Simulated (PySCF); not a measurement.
Gas-phase reaction: 2 GaH + 5 N₂H₂ ⇌ 2 GaH₃.NH₃ + 4 N₂

Energies from PySCF, thermal terms from the rigid-rotor harmonic-oscillator model, ideal gas at 1 bar. † marks an energy on the PBE0/def2-TZVP geometry and frequencies; other levels use their own. CCSD(T) freezes the core. 6-31G* has spherical d functions here. All species are closed-shell singlets. Ga: all electrons, no relativistic terms. Adducts (GaH₃.NH₃) have no counterpoise correction, and HF, PBE, BLYP, B3LYP and PBE0 lack dispersion. GaH, GaH₃.NH₃: computed as isolated molecules; such fragments, hydroxides, amides, oligomers or adducts are transient or little studied in the gas. CCSD(T) isn't extrapolated to the basis-set limit; its ΔH°(298 K) is -1470.7 kJ in def2-SVP and -1457.2 kJ in def2-TZVPP. The harmonic model lacks anharmonicity and excited electronic states, which grow with temperature; levels with a mode under 35 cm⁻¹ are left out. Soft modes under 120 cm⁻¹ make the harmonic entropy rough for GaH₃.NH₃.

ΔH° and ΔS° at 298 K: CCSD(T)/def2-SVP† -1471 kJ, -156 J/K; CCSD(T)/def2-TZVPP† -1457 kJ, -156 J/K; HF/6-31G* -1519 kJ, -155 J/K.

### Question
With the heat capacities included, give log10 K (1 bar) at 800, 1200, 1400, 1600, 2000 K from CCSD(T)/def2-SVP†, CCSD(T)/def2-TZVPP†, HF/6-31G*.

### Answer
```json
[
 {"T (K)": "800", "CCSD(T)/def2-SVP†": "88.8", "CCSD(T)/def2-TZVPP†": "87.9", "HF/6-31G*": "92.1"},
 {"T (K)": "1200", "CCSD(T)/def2-SVP†": "57.5", "CCSD(T)/def2-TZVPP†": "56.9", "HF/6-31G*": "59.7"},
 {"T (K)": "1400", "CCSD(T)/def2-SVP†": "48.6", "CCSD(T)/def2-TZVPP†": "48.1", "HF/6-31G*": "50.6"},
 {"T (K)": "1600", "CCSD(T)/def2-SVP†": "42.0", "CCSD(T)/def2-TZVPP†": "41.6", "HF/6-31G*": "43.8"},
 {"T (K)": "2000", "CCSD(T)/def2-SVP†": "32.8", "CCSD(T)/def2-TZVPP†": "32.4", "HF/6-31G*": "34.3"}
]
```
